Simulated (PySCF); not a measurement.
# Removing an electron from `CCc1pc(C)pc(F)p1`

Species: C₆H₈FP₃.
Structure used (PBE0-D3(BJ)/def2-SVP), in Å, numbered top down from 1:
```xyz
18
C6H8FP3 angstrom
C      2.9706   -0.4559   -0.0688
C      2.0439    0.1267    0.9949
C      0.6685    0.4667    0.4433
P     -0.4618   -0.8509    0.5269
C     -1.9598   -0.3440   -0.1986
C     -3.0544   -1.3897   -0.1446
P     -2.4452    1.1421   -0.9585
C     -1.0621    2.1955   -0.8380
F     -1.3033    3.4035   -1.3817
P      0.5511    2.0796   -0.1905
H      3.9545   -0.6993    0.3601
H      2.5445   -1.3763   -0.4973
H      3.1212    0.2585   -0.8930
H      1.9362   -0.5929    1.8240
H      2.5012    1.0330    1.4270
H     -3.7546   -1.2928   -0.9884
H     -2.6404   -2.4095   -0.1542
H     -3.6438   -1.2860    0.7820
```

Level: CAM-B3LYP/def2-SVPD (PySCF). Frontier orbitals with their largest atomic shares (Löwdin; up to four atoms above 4 %):

```json
{"orbital": "HOMO−3", "ε (eV)": "-8.98", "main atoms": "P10 33 %, P7 32 %, C8 12 %, C3 7 %"}
{"orbital": "HOMO−2", "ε (eV)": "-8.81", "main atoms": "P4 47 %, P7 13 %, P10 12 %, C5 10 %"}
{"orbital": "HOMO−1", "ε (eV)": "-8.44", "main atoms": "P7 19 %, C3 19 %, C5 18 %, P10 16 %"}
{"orbital": "HOMO", "ε (eV)": "-8.26", "main atoms": "?"}
{"orbital": "LUMO", "ε (eV)": "-1.51", "main atoms": "P7 20 %, P10 18 %, C3 18 %, C5 17 %"}
{"orbital": "LUMO+1", "ε (eV)": "-1.39", "main atoms": "P4 23 %, C8 20 %, C5 14 %, C3 12 %"}
{"orbital": "LUMO+2", "ε (eV)": "1.27", "main atoms": "P10 18 %, P7 18 %, P4 18 %, C8 8 %"}
```

**Question.** What vertical ionisation energy does ΔSCF give, and how far is −ε(HOMO) from it?

**Answer.** ΔSCF: 8.80 eV (849 kJ/mol; threshold wavelength 141 nm); ⟨S²⟩ of the doublet left behind is 0.784, against 0.75 for a pure doublet. −ε(HOMO) is 8.26 eV, 0.54 eV below it. For the exact functional −ε(HOMO) would equal the first vertical ionisation energy; CAM-B3LYP (range-separated hybrid) falls short of its own ΔSCF value by 6 %.

**Question.** On which atoms does the HOMO lie?

**Answer.** P4 (phosphorus bonded to 2 C) 22 %, C8 (aromatic C–F carbon) 21 %, C5 (substituted aromatic carbon) 12 %, C3 (substituted aromatic carbon) 10 %, so no atom holds as much as 40 %. The HOMO−1 lies 0.18 eV lower.

**Question.** And the vertical electron affinity, the fundamental gap, Mulliken's electronegativity and the hardness (with the factor ½)?

**Answer.** EA = 1.00 eV by ΔSCF (−ε(LUMO) = 1.51 eV). IE − EA = 7.80 eV against an orbital gap of 6.75 eV; (IE + EA)/2 = 4.90 eV; (IE − EA)/2 = 3.90 eV.

**Question.** How many of the 10 lowest singlet excitations (vertical TDDFT, same level) lie below the ionisation energy?

**Answer.** All 10; they run from 3.58 to 6.30 eV.

**Question.** What kinetic energy would electrons from this vertical process carry with 118.2 nm light (10.49 eV)?

**Answer.** 10.49 − 8.80 = 1.69 eV.

**Question.** The lowest singlet excitation (vertical TDDFT, same level) lies at 3.58 eV. How far is it below IE − EA?

**Answer.** IE − EA = 7.80 eV, so by 4.22 eV.

Geometry: PBE0-D3(BJ)/def2-SVP, one conformer, isolated molecule.

The run behind these numbers computed excited states and ΔSCF ions as well. The run took 12 min of wall time (grids of density and orbitals included) on Arm Neoverse V1, one thread, shared host with 32 logical CPUs at a one-minute load of 16, and the process peaked at 1.5 GiB of memory.
